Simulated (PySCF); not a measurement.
**Dipole response of I- (iodine, charge -1)**

[Xe], closed-shell 1S. Calculation: PySCF 2.14, in aug-cc-pwCVTZ-DK3 with one added diffuse shell each of s, p, d, f type (11s10p8d5f1g, 125 functions); scalar relativity by spin-free X2C-1e. Coupled (time-dependent) response in atomic units; α is the mean over directions.

```tsv
method	mean α (bohr³)	C₆ (like pair)	S(−4)
B97-3	72.80	1022	1755
```

S(−4) is the Cauchy moment in α(ω) = α(0) + S(−4) ω² + …

α(iu) at B97-3:

```tsv
u (hartree)	α(iu) (bohr³)
0	72.80
0.0500	68.80
0.100	59.97
0.200	42.68
0.300	30.95
0.500	18.11
0.750	10.79
1.00	7.220
1.50	4.008
2.00	2.637
3.00	1.463
5.00	0.6749
```

For an ion, C₆ is the dispersion term alone; charge-induced terms of lower order in 1/R come first.
